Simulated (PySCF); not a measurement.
## Mayer bond orders and bond lengths

Compound: C2H8F3NSi2.
Numbering: `[F:1][C:2]([F:3])([F:4])[CH2:5][NH:6][SiH2:7][SiH3:8]` (hydrogens: H9, H10 on C5; H11 on N6; H12, H13 on Si7; H14, H15, H16 on Si8)

Geometry (GFN2-xTB, Å), atoms numbered from 1 in this order:
```
atom  x, y, z in Å
F1     3.6435   -0.1495    0.6262
C2     2.3494   -0.3748    0.3483
F3     2.2879   -0.6991   -0.9496
F4     1.9945   -1.4745    1.0331
C5     1.4686    0.8221    0.7043
N6     0.0755    0.5350    0.5897
Si7   -0.7773    0.6128   -0.9197
Si8   -2.9954    0.3537   -0.3634
H9     1.7346    1.1145    1.7274
H10    1.7278    1.6330    0.0210
H11   -0.2207   -0.1504    1.2687
H12   -0.2868   -0.3482   -1.9219
H13   -0.3839    1.9381   -1.4194
H14   -3.7938    0.2286   -1.5846
H15   -3.5602    1.4778    0.3877
H16   -3.2713   -0.8426    0.4410
```

Bond orders from the PBE0/pcSseg-1 density (PySCF). One conformer (not necessarily the lowest) at the GFN2-xTB geometry, without solvent, vibrations or thermal averaging.

Q: Where do the orders between heavy atoms depart from those drawn in the SMILES?

A: The largest departure is 0.072, at Si7–Si8 (drawn single, 0.928).

Q: Set the Mayer orders of the bonds between heavy atoms beside their lengths.

A: 
```csv
bond,drawn as,length (Å),Mayer order
F1–C2,single,1.343,0.999
C2–F3,single,1.339,1.001
C2–F4,single,1.343,0.994
C2–C5,single,1.528,0.988
C5–N6,single,1.427,1.000
N6–Si7,single,1.735,0.935
Si7–Si8,single,2.301,0.928
```

Q: And the bonds to hydrogen?

A: C–H: 0.93 to 0.94 (2 bonds); H–N: 0.93 (1 bond); H–Si: 0.88 to 0.93 (5 bonds).

Q: Sum the orders of all bonds at each heavy atom with more than one neighbour and set the sums beside the valence in the SMILES.

A: C2 3.982 (drawn 4), C5 3.857 (drawn 4), N6 2.864 (drawn 3), Si7 3.675 (drawn 4), Si8 3.727 (drawn 4). Orders between atoms that aren't bonded are not in these sums.

Mayer orders depend on the basis set.
